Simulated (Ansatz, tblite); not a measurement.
Cost and result up the ladder for GaH2(vinyl) (C₂H₅Ga) (8 atoms). Total charge 0; singlet. Geometry: B3LYP-D4/def2-TZVP.

```xyz
8

Ga   -1.2151   -0.8547    0.2278
H    -1.9914   -1.5142    1.4226
H    -1.6994   -1.0281   -1.2583
C     0.3984    0.2197    0.5159
C     1.0511    0.7717   -0.5096
H     0.7917    0.3852    1.5166
H     0.7162    0.6487   -1.5348
H     1.9485    1.3717   -0.3802
```

Ansatz on 4 threads of Arm Neoverse V2 on a shared host; xTB runs through tblite on one thread. Times are rough, summed over both states, and most runs start from the orbitals of an earlier one. PBE0-D4/def2-TZVP serves as the yardstick here, not as an exact answer. The other state is a doublet.

The xTB rows come from tblite. HOMO above LUMO, or a gap near zero within one spin, warns that the state may not be the lowest or that an electron is smeared out.

Raw xTB energies of ions are shifted by several eV.

```tsv
level	functions	wall time	vertical IE (eV)	difference from PBE0-D4/def2-TZVP (eV)	remarks
GFN2-xTB	22	0.004 s	13.80	3.66	–
GFN1-xTB	27	0.014 s	14.39	4.25	–
PBE-D4/def2-TZVP	140	4.1 s	9.91	-0.23	gap within one spin near zero (+1 doublet)
PBE0-D4/def2-TZVP	140	7.3 s	10.14	0.00	–
r2SCAN-D4/def2-TZVP	140	12 s	9.99	-0.15	–
```
